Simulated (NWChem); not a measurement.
System: MoSOBrF; SMILES [O]=[Mo]([F])(=[S])[Br]

No frequency run checked for a minimum. def2 effective core potentials on Mo; no spin-orbit coupling.

Q: Give the equilibrium geometry at PBE0/def2-SVP with def2 effective core potentials on Mo (NWChem) as a Z-matrix, with the point group.

A: point group C1; any orientation.
```
Mo
O 1 1.6559
F 1 1.8353 2 110.62
S 1 2.0996 2 107.06 3 119.48
Br 1 2.3948 2 108.36 3 -123.94
```
